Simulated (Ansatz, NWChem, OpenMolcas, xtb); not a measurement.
# Ligand exchange: CH4 + SnH3(SH) → H2S + SnH3(CH3)

Gas-phase species: CH4 `C`, singlet; SnH3(SH), singlet; H2S `S`, singlet; SnH3(CH3), singlet. The partners trade CH3 for SH: H–CH3 and Sn–SH bonds give way to H–SH and Sn–CH3.

Shapes, held fixed at every level: PBE0-D4/def2-TZVP. Programs: Ansatz 0.2.0, NWChem 7.3.0, OpenMolcas 26.06, xtb 6.7.1. A level may come from different programs for different species; with the same settings they agree closely. The zero-point and thermal change to 298 K, harmonic and unscaled (PBE0-D4/def2-TZVP), is -7.2 kJ/mol.

```json
{"level": "GFN1-xTB", "kind": "semi-empirical", "ΔH(298 K) (kJ/mol)": "+92.8", "less CCSD(T)/def2-TZVPP": "+23.5"}
{"level": "PBE-D4/def2-TZVPP", "kind": "GGA", "ΔH(298 K) (kJ/mol)": "+77.4", "less CCSD(T)/def2-TZVPP": "+8.1"}
{"level": "r2SCAN-D4/def2-TZVPP", "kind": "meta-GGA", "ΔH(298 K) (kJ/mol)": "+80.0", "less CCSD(T)/def2-TZVPP": "+10.7"}
{"level": "PBE0/def2-SVP", "kind": "global hybrid", "ΔH(298 K) (kJ/mol)": "+80.2", "less CCSD(T)/def2-TZVPP": "+10.9"}
{"level": "BHLYP-D4/def2-TZVPP", "kind": "global hybrid", "ΔH(298 K) (kJ/mol)": "+81.3", "less CCSD(T)/def2-TZVPP": "+12.0"}
{"level": "PBE0-D4/def2-TZVPP", "kind": "global hybrid", "ΔH(298 K) (kJ/mol)": "+78.2", "less CCSD(T)/def2-TZVPP": "+8.9"}
{"level": "wB97X-V/def2-TZVPP", "kind": "range-separated hybrid", "ΔH(298 K) (kJ/mol)": "+74.9", "less CCSD(T)/def2-TZVPP": "+5.6"}
{"level": "MP2/def2-TZVPP", "kind": "perturbation theory", "ΔH(298 K) (kJ/mol)": "+72.1", "less CCSD(T)/def2-TZVPP": "+2.8"}
{"level": "CCSD(T)/def2-TZVPP", "kind": "coupled cluster or CI", "ΔH(298 K) (kJ/mol)": "+69.3", "less CCSD(T)/def2-TZVPP": "0.0"}
```

The highest level, CCSD(T)/def2-TZVPP, gives ΔH(298 K) = +69.3 kJ/mol; the levels span +69.3 to +92.8. The column of differences is taken from that level and isn't an error. No measured value is set beside it here. For atoms past krypton def2 sets carry core potentials with scalar relativity. Outer-core shells of Sn are correlated, in sets that cover them unevenly.
